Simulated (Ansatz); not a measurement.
Start from `F[SiH2]C[SiH2]F` and change one atom or group to get `FC[SiH2]F`.

Ansatz, PBE0-D4/def2-TZVP geometries, multiplicity 1. Each molecule was computed in one conformer, which needn't be the lowest.

```
                                                                                  property  `F[SiH2]C[SiH2]F`
ideal-gas entropy at 298 K and 1 bar (rigid rotor, harmonic PBE0-D4/def2-TZVP) / J/(mol·K)                364
                                                        LUMO energy (PBE0/def2-TZVPP) / eV              -0.50
                                                         HOMO energy (PBE/def2-TZVPP) / eV              -7.92
                                                     HOMO energy (ωB97M-V/def2-TZVPP) / eV             -11.57
                                          size of the dipole moment (B3LYP/def2-TZVPP) / D               0.66
                                            zero-point energy (PBE0-D4/def2-TZVP) / kJ/mol              176.8
```

Q: Give the same properties after the change, and the shifts. (Estimate.)

A: The calculation gave: 
```json
{"property": "ideal-gas entropy at 298 K and 1 bar (rigid rotor, harmonic PBE0-D4/def2-TZVP) / J/(mol·K)", "`FC[SiH2]F`": "309", "shift": "-55"}
{"property": "LUMO energy (PBE0/def2-TZVPP) / eV", "`FC[SiH2]F`": "0.09", "shift": "0.59"}
{"property": "HOMO energy (PBE/def2-TZVPP) / eV", "`FC[SiH2]F`": "-7.29", "shift": "0.63"}
{"property": "HOMO energy (ωB97M-V/def2-TZVPP) / eV", "`FC[SiH2]F`": "-11.17", "shift": "0.40"}
{"property": "size of the dipole moment (B3LYP/def2-TZVPP) / D", "`FC[SiH2]F`": "2.20", "shift": "1.54"}
{"property": "zero-point energy (PBE0-D4/def2-TZVP) / kJ/mol", "`FC[SiH2]F`": "130.3", "shift": "-46.5"}
```

With PBE0 the HOMO rises by 0.48 eV and the LUMO rises by 0.59 eV, so the gap widens by about 0.11 eV. PBE moves the HOMO by 0.63 eV and ωB97M-V by 0.40 eV. The zero-point energy changes by -46.5 kJ/mol with -9 modes. Dipoles are sizes alone; their direction can turn. Modes under 60 cm⁻¹, often nearly free rotors, make the harmonic entropy too high.

B3LYP here is the variant with VWN-RPA as its local correlation; programs differ in this.
